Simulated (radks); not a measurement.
Spherical quantum dot in the effective-mass picture: electrons in a well V = -V0 / (1 + exp((r - R)/a)) with V0 = 5.53, R = 3.97, a = 0.39, with a point charge +1 (a donor) at the centre, all in effective atomic units (hartree* = m*/eps^2 hartree, bohr* = eps/m* bohr), one dielectric constant everywhere. Calculated with a radial shooting solver with Libxc functionals: non-relativistic Kohn-Sham, exchange-only LDA, spin-polarised, spherical densities. Levels are named by radial order and angular momentum (1s, 1p, 1d, 2s, ...), and open shells are averaged over m. Results are scaled to m* = 0.538 and eps = 8.9, for which hartree* = 184.8 meV and bohr* = 0.8754 nm.

N = 4, configuration 1s2 1p(up 2, down 0). This is the lowest configuration that the search found. Occupied and some empty levels:

level,occupation,eigenvalue (meV),<r> (nm)
1s up,1,-801.09,1.463
1s down,1,-785.07,1.394
1p up,2,-719.72,2.003
1p down,0,-697.47,1.997
2s up,0,-646.98,1.744
1d up,0,-639.05,2.236
2s down,0,-632.93,1.789
1d down,0,-616.35,2.244
1f up,0,-545.98,2.406
1f down,0,-523.95,2.419

Energy (meV): total -3634.57, kinetic 358.97, external -4473.3, Hartree 673.58, exchange-correlation -193.83.

Electron density:

r (nm),n(r) (e/nm^3)
0.167,0.4144
0.445,0.2380
0.723,0.1522
1.00,0.1089
1.28,0.08447
1.56,0.06729
1.84,0.05175
2.11,0.03634
2.39,0.02206
2.67,0.01101
2.95,0.004305
3.23,0.001276
3.50,0.0002849
